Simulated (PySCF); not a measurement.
## Broadened absorption spectrum of C5H9NOSi

Species: C5H9NOSi.
SMILES with atom numbers: `[CH3:1][C@@H:2]1[CH:3]=[C:4]([C:5]([NH2:6])=[O:7])[SiH2:8]1` (hydrogens: H9, H10, H11 on C1; H12 on C2; H13 on C3; H14, H15 on N6; H16, H17 on Si8)

Method used: PySCF 2.14.0, density-fitted response routines, TDDFT CAM-B3LYP/def2-SVPD, vertical, gas phase, core orbitals frozen in the response. The structure is a single GFN2-xTB conformer in the gas phase; no vibrational or solvent corrections. Torsions of this conformer, `[CH3:1][C@@H:2]1[CH:3]=[C:4]([C:5]([NH2:6])=[O:7])[SiH2:8]1`: C3–C4–C5–N6 11°, H–N6–C5–C4 180°, H–N6–C5–C4 0°.

Computed states:

```csv
state,E (eV),f
S1,4.73,0.0015
S2,5.70,0.017
S3,6.00,0.120
S4,6.08,0.0035
S5,6.29,0.180
S6,7.02,0.018
S7,7.13,0.0072
S8,7.18,0.059
```

Broadening: Gaussians 0.5 eV wide at half height, area fixed by f = 4.319×10⁻⁹ ∫ε dν̃. The width is an assumption, not a result. The curve ends short of the highest state used, and states not computed would add to its high-energy end.

(1) What does the envelope look like, and where are its maxima?

(2) On this curve, what absorbance would a 10⁻⁴ mol/L sample give at 280 nm over a 1 cm path?

(3) Coming from long wavelengths, where does ε first pass 100 L mol⁻¹ cm⁻¹?

Answers

(1) 
λ (nm), ε (L mol⁻¹ cm⁻¹) and a bar:
```
    188.5       4141 #########
    191.3       6940 ################
    194.2      10038 #######################
    197.1      12339 ############################
    199.9      13259 ##############################
    202.8      12874 #############################
    205.6      11546 ##########################
    208.5       9599 ######################
    211.3       7528 #################
    214.2       5494 ############
    217.0       3836 #########
    219.9       2518 ######
    222.7       1611 ####
    225.6        977 ##
    228.4        581 #
    231.3        325 #
    234.2        175 
    237.0         94 
    239.9         52 
    242.7         37 
    245.6         35 
    248.4         42 
    251.3         53 
    254.1         64 
    257.0         73 
    259.8         79 
    262.7         80 
    265.5         76 
    268.4         69 
    271.3         59 
    274.1         49 
    277.0         38 
    279.8         29 
    282.7         21 
    285.5         15 
    288.4         10 
    291.2          6 
    294.1          4 
    296.9          3 
    299.8          2 
    302.7          1 
    305.5          1 
    308.4          0 
    311.2          0
```

Maxima: 262 nm (4.73 eV), ε about 80, made up of S1 (100%); 200 nm (6.18 eV), ε about 13000, made up of S3 (33%) and S5 (65%) (ε in L mol⁻¹ cm⁻¹; maxima over ε = 5, shares over 10%).

(2) 280 nm is 4.428 eV, where ε is about 28 L mol⁻¹ cm⁻¹, so A = ε c l ≈ 0.0028 (Beer–Lambert, with the gas-phase spectrum and the assumed width).

(3) At about 237 nm (5.24 eV), 0.50 eV above S1.
